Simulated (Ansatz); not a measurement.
# A barrier at the coupled-cluster level

Start structure (BH2ClF2, singlet), relaxed at PBE0-D4/def2-TZVP:

B1  (-0.314, 0.709, -0.779)
H2  (0.862, 0.893, -0.716)
F3  (-0.816, -0.164, -1.622)
F4  (-1.147, 1.416, -0.049)
H5  (1.341, -1.364, 1.652)
Cl6  (0.075, -1.492, 1.514)
(Å)

The step: BHF₂ ([F][BH][F]) + HCl → BClF₂ ([F][B]([F])[Cl]) + H₂; bonds formed: B1–Cl6, H2–H5; bonds broken: B1–H2, H5–Cl6. Ansatz 0.2.0; basis: def2-TZVPP and def2-QZVPP; cores frozen in the correlated methods. Extrapolation: Hartree–Fock as exp(−7.88 √X), correlation as X^−2.97. Energies below are by CCSD(T) at an estimated basis limit (MP2 extrapolated from triple and quadruple zeta, plus CCSD(T) − MP2 in triple zeta).

(1) What are the electronic barrier and the energy of the step, from the start structure to the end structure? (An estimate is asked for; the value comes from the calculation.)

The T1 diagnostic stays at or below 0.013. The start structure is not quite a true minimum (one mode of 60i cm⁻¹). The end structure is not quite a true minimum (one mode of 66i cm⁻¹).

Answers

(1) By the calculation: Barrier 31.15 kcal/mol; step energy -11.48 kcal/mol (downhill); reverse barrier, their difference, 42.64 kcal/mol. Barrier and step energy count from the start structure, the reverse barrier from the end structure.

The saddle point: One imaginary mode of 997i cm⁻¹.
| pair | start (Å) | saddle (Å) | end (Å) |
| --- | --- | --- | --- |
| B1–Cl6 | 3.20 | 2.11 | 1.74 |
| H2–H5 | 3.31 | 1.05 | 0.75 |
| B1–H2 | 1.19 | 1.32 | 2.99 |
| H5–Cl6 | 1.28 | 1.55 | 3.39 |

Zero-point energy (harmonic, PBE0-D4): ZPE is 16.13 kcal/mol at the start and 16.21 kcal/mol at the saddle, so the barrier goes from 31.15 to 31.23 kcal/mol.

Labels in which every atom is bracketed show which atoms are joined, not bond orders.

For scale, one of the runs: CCSD(T)/def2-TZVPP, 163 basis functions, launched by `ansatz run in.yaml --threads 2 --pin off --events-out ev --progress --plain --max-ram 4352MiB`. Hardware: 2 CPU threads of an Arm Neoverse V1, shared host. Wall time 39 s; peak host memory 1.3 GiB.
